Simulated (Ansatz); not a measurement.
Ideal-gas functions of ClFGeH3N, SMILES `[NH2][GeH]([F])[Cl]` at 500 K and 1 bar, from an Ansatz frequency run at PBE0-D4/def2-TZVP.

Molar mass 144.09 g/mol, point group C1 (symmetry number 1), electronic degeneracy 1, moments of inertia 95.023, 172.505, 230.128 u Å². Harmonic wavenumbers (cm⁻¹, unscaled): 137, 198, 216, 244, 443, 513, 679, 696, 729, 760, 912, 1574, 2227, 3568, 3667.

Use S(trans) = R[1.5 ln M + 2.5 ln T − 1.1517]; rotational temperatures θ = 24.2544 K / I; S(rot) = R[ln(√π/σ · √(T³/θAθBθC)) + 1.5]; for each mode x = 1.438777 ν̃/T, S = R[x/(eˣ − 1) − ln(1 − e⁻ˣ)] and H = RT x/(eˣ − 1); 1 cm⁻¹ = 0.0119627 kJ/mol; R = 8.31446 J/(mol·K).

By hand: the entropy, in J/(mol·K).

Translation 181.6. Rotation: θ = 0.2552, 0.1406, 0.1054 K, giving 117.9. Vibration, mode by mode: 16.11, 13.10, 12.40, 11.42, 6.84, 5.79, 3.95, 3.80, 3.53, 3.29, 2.33, 0.50, 0.10, 0.00, 0.00, in all 83.2. Electronic 0.0. Sum 382.7 J/(mol·K).

By hand: H − E and G − E in kJ/mol, counted from the electronic energy.

Zero-point energy ½ × 16563 × 0.0119627 = 99.1; thermal vibration 22.3; translation, rotation and pV give 4 RT = 16.6. H − E = 138.0 kJ/mol, and G − E = 138.0 − 500 × 382.7/1000 = -53.3 kJ/mol.

Vibration gives 22 % of the entropy, 16.1 J/(mol·K) of it from the mode under 150 cm⁻¹: soft modes count most, and the harmonic formula is weakest for them. The sum counts one conformer and one mirror image; others add a mixing term.
